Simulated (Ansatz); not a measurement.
Spectroscopic constants of LiC-, multiplicity 5 (lowest of 2S+1 = 1, 3, 5 at CCSD(T)/def2-TZVPP on PBE0 minima; our sources give no spin for the ground state, which may be another).

Seven points along R, fitted to fifth degree in 1/R; most abundant isotopes. In def2 and cc sets the state is the lowest found near the PBE0 minimum, followed along R.

Correlated levels freeze the inner cores; with def2 sets outer-core shells near the valence are correlated too.

Programs: Ansatz (an electronic-structure program). 

```json
[
 {"level": "SVWN5/def2-TZVPP", "r_e (Å)": "1.966", "ω_e (cm⁻¹)": "___", "ω_e x_e (cm⁻¹)": "7.4"},
 {"level": "r2SCAN/def2-TZVPP", "r_e (Å)": "2.002", "ω_e (cm⁻¹)": "536", "ω_e x_e (cm⁻¹)": "7.2"},
 {"level": "BHLYP/def2-TZVPP", "r_e (Å)": "1.977", "ω_e (cm⁻¹)": "557", "ω_e x_e (cm⁻¹)": "7.1"},
 {"level": "wB97X-V/def2-TZVPP", "r_e (Å)": "1.999", "ω_e (cm⁻¹)": "542", "ω_e x_e (cm⁻¹)": "7.0"},
 {"level": "CCSD/aug-cc-pVTZ", "r_e (Å)": "1.987", "ω_e (cm⁻¹)": "560", "ω_e x_e (cm⁻¹)": "6.9"},
 {"level": "CCSD/def2-TZVPP", "r_e (Å)": "1.994", "ω_e (cm⁻¹)": "551", "ω_e x_e (cm⁻¹)": "7.0"},
 {"level": "CCSD/def2-QZVPP", "r_e (Å)": "1.981", "ω_e (cm⁻¹)": "562", "ω_e x_e (cm⁻¹)": "6.8"},
 {"level": "CCSD(T)/def2-QZVPP", "r_e (Å)": "___", "ω_e (cm⁻¹)": "___", "ω_e x_e (cm⁻¹)": "6.8"}
]
```

Q: What belongs in the gaps?

A: 
- CCSD(T)/def2-QZVPP, r_e (Å): 1.984
- CCSD(T)/def2-QZVPP, ω_e (cm⁻¹): 559
- SVWN5/def2-TZVPP, ω_e (cm⁻¹): 558
